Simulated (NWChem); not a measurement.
Species: BeH₂SeO; SMILES [OH][Be][SeH]

```xyz
5

Be     0.0089    -1.2037    -0.0140
O      0.0178    -2.6093    -0.0419
H      0.0283    -3.3881     0.5073
Se     0.0362     0.8297    -0.0034
H     -1.4363     0.8666     0.0007
```
Atoms are numbered in this order, from 1.

Computed with NWChem. Medium grid unless said otherwise, to which SCAN and Minnesota functionals are sensitive. Structure relaxed at the PBE0/def2-SVP level.

### Question
Order these by “highest occupied level (eV)”, lowest first: B3LYP/def2-TZVP; Hartree-Fock/def2-TZVP; M06-L/def2-TZVP; M06-2X/def2-TZVP.

### Answer
Hartree-Fock/def2-TZVP (-9.60), M06-2X/def2-TZVP (-8.17), B3LYP/def2-TZVP (-6.81), M06-L/def2-TZVP (-5.99)
